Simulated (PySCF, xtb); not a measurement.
InF2, SMILES [F][In+][F], charge +1.

xtb with GFN2-xTB at its own geometry gives an orbital gap of 1.54 eV.

Geometry: r2SCAN-D4/def2-TZVP. The spin state was assumed, not searched. The isomer is the one that the SMILES or the coordinates give; other isomers of the formula were not compared. The def2 effective core potentials stand for the cores of In; spin–orbit coupling is left out.

Problem. What does r2SCAN/def2-TZVPD (PySCF) give? (An estimate is asked for; the answer gives what the named calculation found.)

Solution. gap 5.18 eV (levels -16.48 and -11.30 eV).
